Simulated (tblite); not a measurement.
C₇H₁₃O (charge -1).
Numbering: `[O-:1][CH2:2][CH2:3][CH:4]1[CH2:5][CH2:6][CH2:7][CH2:8]1` (hydrogens: H9, H10 on C2; H11, H12 on C3; H13 on C4; H14, H15 on C5; H16, H17 on C6; H18, H19 on C7; H20, H21 on C8)

Computed with GFN2-xTB (tblite), gas phase: L-BFGS steps from a force-field or distance-geometry start until the largest atomic force falls under 0.01 eV/Å.

Step 29: E = -703.4300 eV
```
atom  x, y, z in Å  |  force x, y, z in eV/Å
O1      3.7853   -0.4680   -0.5885   -0.067   0.054  -0.036
C2      2.6358   -0.7281   -0.0474    0.048  -0.058   0.015
C3      1.5506    0.4245   -0.1703    0.111   0.024  -0.016
C4      0.2513    0.1754    0.5833    0.064   0.006  -0.010
C5     -0.7412    1.3524    0.4935   -0.058   0.013  -0.061
C6     -2.1240    0.7090    0.4077   -0.055  -0.056  -0.028
C7     -1.8845   -0.5509   -0.4241    0.014  -0.018   0.018
C8     -0.5164   -1.0494    0.0447    0.015  -0.039   0.053
H9      2.1197   -1.6718   -0.4617    0.004  -0.027  -0.050
H10     2.6821   -0.9476    1.0852   -0.031   0.026   0.086
H11     2.0371    1.3219    0.2149   -0.029   0.127   0.040
H12     1.3434    0.5954   -1.2301    0.008  -0.056  -0.037
H13     0.5018    0.0181    1.6383    0.016  -0.091   0.002
H14    -0.5508    1.9338   -0.4086    0.033  -0.012  -0.103
H15    -0.6457    2.0296    1.3441   -0.043  -0.016   0.007
H16    -2.8777    1.3559   -0.0496    0.038   0.057   0.076
H17    -2.4662    0.4327    1.4094   -0.011  -0.009  -0.040
H18    -1.8545   -0.3038   -1.4887    0.022   0.076   0.070
H19    -2.6679   -1.3008   -0.2804    0.016   0.048  -0.002
H20    -0.6355   -1.7868    0.8383   -0.042  -0.071   0.043
H21     0.0485   -1.5245   -0.7558   -0.053   0.023  -0.028
```

Step 30: E = -703.4332 eV
```
atom  x, y, z in Å  |  force x, y, z in eV/Å
O1      3.7871   -0.4761   -0.5802   -0.090   0.047  -0.015
C2      2.6340   -0.7287   -0.0439    0.033  -0.046   0.028
C3      1.5513    0.4280   -0.1760    0.082  -0.001   0.008
C4      0.2521    0.1774    0.5813    0.085   0.017  -0.018
C5     -0.7449    1.3531    0.4913    0.041   0.003  -0.053
C6     -2.1244    0.7033    0.4123    0.002   0.015  -0.003
C7     -1.8816   -0.5479   -0.4267    0.009  -0.037   0.011
C8     -0.5154   -1.0488    0.0435    0.027  -0.029   0.060
H9      2.1153   -1.6733   -0.4557    0.015  -0.003  -0.053
H10     2.6700   -0.9448    1.0919   -0.007   0.040   0.053
H11     2.0364    1.3294    0.2068   -0.052   0.069   0.004
H12     1.3426    0.5897   -1.2383    0.021  -0.043   0.018
H13     0.5067    0.0187    1.6370   -0.004  -0.069  -0.049
H14    -0.5547    1.9307   -0.4153    0.005  -0.027  -0.048
H15    -0.6457    2.0314    1.3416   -0.054  -0.019  -0.026
H16    -2.8824    1.3513   -0.0323   -0.005   0.070   0.044
H17    -2.4539    0.4210    1.4150   -0.034  -0.026  -0.007
H18    -1.8468   -0.2925   -1.4881    0.017   0.078   0.037
H19    -2.6658   -1.2965   -0.2906   -0.009   0.003  -0.005
H20    -0.6379   -1.7851    0.8385   -0.026  -0.059   0.019
H21     0.0491   -1.5233   -0.7581   -0.056   0.015  -0.004
```

Step 31: E = -703.4354 eV
```
atom  x, y, z in Å  |  force x, y, z in eV/Å
O1      3.7867   -0.4795   -0.5762   -0.064   0.033  -0.002
C2      2.6333   -0.7299   -0.0413    0.006  -0.007   0.027
C3      1.5534    0.4301   -0.1790    0.025  -0.014   0.027
C4      0.2539    0.1787    0.5798    0.060   0.007  -0.017
C5     -0.7466    1.3534    0.4890    0.095  -0.012  -0.033
C6     -2.1247    0.7000    0.4146    0.045   0.059   0.018
C7     -1.8796   -0.5468   -0.4277    0.004  -0.026   0.011
C8     -0.5144   -1.0490    0.0440    0.018  -0.015   0.043
H9      2.1131   -1.6744   -0.4535    0.020   0.012  -0.039
H10     2.6629   -0.9424    1.0971    0.013   0.036   0.023
H11     2.0350    1.3357    0.2026   -0.056   0.018  -0.026
H12     1.3426    0.5855   -1.2428    0.037  -0.032   0.049
H13     0.5095    0.0172    1.6356   -0.009  -0.041  -0.069
H14    -0.5564    1.9283   -0.4206   -0.014  -0.036  -0.010
H15    -0.6468    2.0320    1.3396   -0.053  -0.017  -0.051
H16    -2.8848    1.3501   -0.0214   -0.026   0.066   0.020
H17    -2.4475    0.4140    1.4178   -0.040  -0.032   0.015
H18    -1.8420   -0.2845   -1.4866    0.019   0.068   0.011
H19    -2.6648   -1.2937   -0.2964   -0.023  -0.029  -0.009
H20    -0.6400   -1.7857    0.8393   -0.007  -0.038  -0.001
H21     0.0482   -1.5223   -0.7596   -0.049   0.001   0.011
```

Problem. Estimate the geometry and energy of step 32. (The exact step hangs on the optimiser's Hessian estimate; all steps are aligned on step 31, rigid shifts and turns removed.)

Solution. E = -703.4371 eV, largest force 0.098 eV/Å
```
atom  x, y, z in Å  |  force x, y, z in eV/Å
O1      3.7852   -0.4808   -0.5738   -0.019   0.019   0.006
C2      2.6326   -0.7305   -0.0389   -0.014   0.033   0.016
C3      1.5555    0.4315   -0.1806   -0.028  -0.021   0.036
C4      0.2564    0.1791    0.5786    0.009  -0.015  -0.012
C5     -0.7459    1.3529    0.4867    0.094  -0.024  -0.010
C6     -2.1239    0.6985    0.4163    0.052   0.066   0.031
C7     -1.8780   -0.5462   -0.4280   -0.007   0.002   0.012
C8     -0.5134   -1.0496    0.0453   -0.005  -0.003   0.013
H9      2.1115   -1.6744   -0.4527    0.022   0.020  -0.018
H10     2.6578   -0.9396    1.1013    0.029   0.023   0.002
H11     2.0322    1.3413    0.1994   -0.046  -0.019  -0.040
H12     1.3427    0.5820   -1.2449    0.049  -0.023   0.054
H13     0.5116    0.0146    1.6336   -0.004  -0.018  -0.058
H14    -0.5570    1.9250   -0.4252   -0.019  -0.034   0.008
H15    -0.6482    2.0322    1.3371   -0.036  -0.007  -0.060
H16    -2.8863    1.3507   -0.0133   -0.020   0.049   0.009
H17    -2.4432    0.4087    1.4196   -0.033  -0.023   0.020
H18    -1.8380   -0.2775   -1.4851    0.020   0.049   0.001
H19    -2.6648   -1.2917   -0.3005   -0.022  -0.041  -0.014
H20    -0.6421   -1.7875    0.8399    0.011  -0.016  -0.013
H21     0.0463   -1.5217   -0.7605   -0.034  -0.017   0.017
```

The energy changes by -0.0018 eV. The first-order estimate −F·Δx gives -0.0025 eV and the mean of the old and new forces, exact on a quadratic surface, -0.0018 eV. The step makes an angle of 65° with the force vector and moves no atom by more than 0.008 Å.

The cost below is that of the whole relaxation. On one thread, Arm Neoverse V2 (aarch64), on a shared host, this took 0.49 s of wall time.
